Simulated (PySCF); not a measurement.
# N⁺ (nitrogen, charge +1) across methods

[He] 2s1 2p2 3s1, high-spin 5P determinant (an excited configuration). Calculation: PySCF 2.14, in x2c-QZVPPall with one added diffuse shell each of s, p, d, f type (8s5p4d3f1g, 73 functions); the spin-free X2C one-electron Hamiltonian (Gaussian nucleus).

```csv
method,E (hartree),mean ε 2s α (eV),mean ε 2p α (eV),mean ε 3s α (eV),Σ⟨r²⟩ (bohr²),⟨S²⟩
PBE0,-53.1175,-45.883,-33.775,-9.548,20.39,6.000
UHF,-53.06451,-54.821,-40.888,-11.009,20.71,6.000
wB97X-V,-53.1481,-48.313,-36.152,-11.076,20.47,6.000
TPSSh,-53.1700,-44.449,-32.463,-9.150,20.45,6.000
LDA,-52.6909,-42.491,-31.153,-8.996,20.23,6.000
M06-2X,-53.1353,-48.097,-35.551,-10.356,20.26,6.000
r2SCAN,-53.1590,-44.061,-32.202,-8.979,20.54,6.000
PBE,-53.1047,-42.766,-31.273,-8.949,20.28,6.000
B3LYP,-53.1560,-45.049,-33.166,-9.336,20.33,6.000
```

The outer electron is Rydberg-like, and this basis confines it to a smaller radius and binds it less than a complete one would.
